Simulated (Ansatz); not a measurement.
`[CH3][Sb]([OH])[GaH2]` and `[CH3][Sb]([NH2])[OH]` differ in one atom or group.

Ansatz, PBE0-D4/def2-TZVP geometries, multiplicity 1. Each molecule was computed in one conformer, which needn't be the lowest.

Elements past krypton have def2 core potentials. Scalar relativity is left out up to krypton.

```json
{"property": "HOMO energy (PBE0/def2-TZVPP) / eV", "`[CH3][Sb]([OH])[GaH2]`": "-6.50"}
{"property": "HOMO energy (PBE/def2-TZVPP) / eV", "`[CH3][Sb]([OH])[GaH2]`": "-5.55"}
{"property": "ideal-gas entropy at 298 K and 1 bar (rigid rotor, harmonic PBE0-D4/def2-TZVP) / J/(mol·K)", "`[CH3][Sb]([OH])[GaH2]`": "394"}
{"property": "LUMO energy (PBE/def2-TZVPP) / eV", "`[CH3][Sb]([OH])[GaH2]`": "-2.87"}
{"property": "HOMO–LUMO gap (PBE0/def2-TZVPP) / eV", "`[CH3][Sb]([OH])[GaH2]`": "4.38"}
{"property": "HOMO–LUMO gap (PBE/def2-TZVPP) / eV", "`[CH3][Sb]([OH])[GaH2]`": "2.68"}
```

What does the change do to each property? (An estimate is asked.)

Computed: 
| property | `[CH3][Sb]([NH2])[OH]` | shift |
| --- | --- | --- |
| HOMO energy (PBE0/def2-TZVPP) / eV | -6.88 | -0.38 |
| HOMO energy (PBE/def2-TZVPP) / eV | -5.70 | -0.15 |
| ideal-gas entropy at 298 K and 1 bar (rigid rotor, harmonic PBE0-D4/def2-TZVP) / J/(mol·K) | 354 | -40 |
| LUMO energy (PBE/def2-TZVPP) / eV | -1.05 | 1.82 |
| HOMO–LUMO gap (PBE0/def2-TZVPP) / eV | 6.57 | 2.19 |
| HOMO–LUMO gap (PBE/def2-TZVPP) / eV | 4.65 | 1.97 |

With PBE0 the HOMO falls by 0.38 eV and the LUMO rises by 1.82 eV, so the gap widens by about 2.20 eV. PBE moves the HOMO by -0.15 eV and ωB97M-V by -0.57 eV.

Spin–orbit coupling is left out; it splits and shifts lone-pair levels of the heavy atoms by tenths of an eV.
